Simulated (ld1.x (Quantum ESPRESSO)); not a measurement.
## An all-electron radial function and its pseudo partner (silicon)

Columns: radius, all-electron u(r) and pseudo u(r) of the 3p shell (level -4.33 eV) of silicon in the configuration [Ne] 3s1.75 3p2.25; LDA (PZ), non-relativistic, ultrasoft scheme, ld1.x (Quantum ESPRESSO) 7.5.

```tsv
r (bohr)	all-electron	pseudo
0.113	0.1219	-0.0066
0.225	0.2385	-0.0257
0.338	0.2648	-0.0567
0.450	0.2217	-0.0975
0.563	0.1388	-0.1465
0.675	0.0391	-0.2006
0.788	-0.0653	-0.2582
0.900	-0.1648	-0.3158
1.013	-0.2566	-0.3720
1.125	-0.3371	-0.4239
1.238	-0.4069	-0.4710
1.350	-0.4650	-0.5114
1.463	-0.5130	-0.5453
1.575	-0.5506	-0.5723
1.688	-0.5796	-0.5930
1.800	-0.6002	-0.6077
1.913	-0.6140	-0.6174
2.025	-0.6214	-0.6225
2.138	-0.6237	-0.6238
2.250	-0.6214	-0.6214
2.363	-0.6154	-0.6154
2.475	-0.6063	-0.6063
2.588	-0.5946	-0.5946
2.700	-0.5809	-0.5809
2.813	-0.5656	-0.5656
2.925	-0.5491	-0.5491
```

Q: How many radial nodes do the two functions have?

A: The all-electron 3p function has n − l − 1 = 1; the pseudo-wave has 0, since the states of the same l below it are removed with the core.

Q: At about which radius was the pseudo-wave matched?

A: 2.25 bohr, where the columns begin to agree (steps of 0.11 bohr).

Q: Where does each function peak?

A: Outermost all-electron maximum near 2.14 bohr, pseudo maximum near 2.14 bohr (to the table’s step).

Q: Is the pseudo-wave norm-conserving?

A: No, it belongs to an ultrasoft set: the norm inside the radius is not constrained, and the difference is carried by the augmentation charge.
